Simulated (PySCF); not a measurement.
# Shapes and spin states of Al₄

Method: PBE0/[Al def2-TZVP], no relativity, density fitting, PySCF.

Relaxations began from a few typed shapes and spin states; open shells are unrestricted. The search is not exhaustive: other isomers or separated fragments can lie lower, and high-lying points may rest on an excited occupation.

Problem. Which is the lowest minimum found?
A. broken-symmetry Ms = 0 (⟨S²⟩ 0.96) Cs: Al–Al 2.501 Å (×2), Al–Al 2.675 Å, Al–Al 2.747 Å, Al–Al 3.209 Å (×2); Al–Al–Al 48.9° (×2), Al–Al–Al 49.3°, Al–Al–Al 55.9° (×2), Al–Al–Al 57.7° (×2), Al–Al–Al 64.6°
B. triplet D2h: Al–Al 2.614 Å (×4), Al–Al 3.242 Å; Al–Al–Al 51.7° (×4), Al–Al–Al 76.7° (×2), Al–Al–Al 103.3° (×2)
C. singlet (closed shell, unstable to spin polarisation) C2h: Al–Al 2.484 Å (×2), Al–Al 2.630 Å (×2), Al–Al 2.737 Å; Al–Al–Al 55.1° (×2), Al–Al–Al 60.3° (×2), Al–Al–Al 64.7° (×2), Al–Al–Al 115.3° (×2)
D. triplet D2h: Al–Al 2.553 Å (×4), Al–Al 2.853 Å; Al–Al–Al 56.0° (×4), Al–Al–Al 67.9° (×2), Al–Al–Al 112.1° (×2)
E. triplet D4h: Al–Al 2.640 Å (×4); Al–Al–Al 90.0° (×4)
F. broken-symmetry Ms = 1 (⟨S²⟩ 2.71) C3v: Al–Al 2.638 Å (×3), Al–Al 2.731 Å (×3); Al–Al–Al 58.8° (×6), Al–Al–Al 60.0° (×3), Al–Al–Al 62.4° (×3)
G. broken-symmetry Ms = 0 (⟨S²⟩ 1.05) D2h: Al–Al 2.556 Å (×4), Al–Al 2.837 Å; Al–Al–Al 56.3° (×4), Al–Al–Al 67.4° (×2), Al–Al–Al 112.6° (×2)
H. broken-symmetry Ms = 0 (⟨S²⟩ 1.03) D4h: Al–Al 2.639 Å (×4); Al–Al–Al 90.0° (×4)

Solution. D. The others lie at 3.4 (triplet D2h), 3.9 (broken-symmetry Ms = 0 D2h), 8.0 (triplet D4h, a saddle point), 14.4 (broken-symmetry Ms = 0 D4h), 23.6 (broken-symmetry Ms = 0 Cs), 23.7 (broken-symmetry Ms = 1 C3v), 26.5 (singlet C2h) kJ/mol above it.

The electron or spin density has lower symmetry than the nuclear frame for the broken-symmetry Ms = 0 (⟨S²⟩ 1.03) D4h at 14.4 kJ/mol, broken-symmetry Ms = 0 (⟨S²⟩ 0.96) Cs at 23.6 kJ/mol.
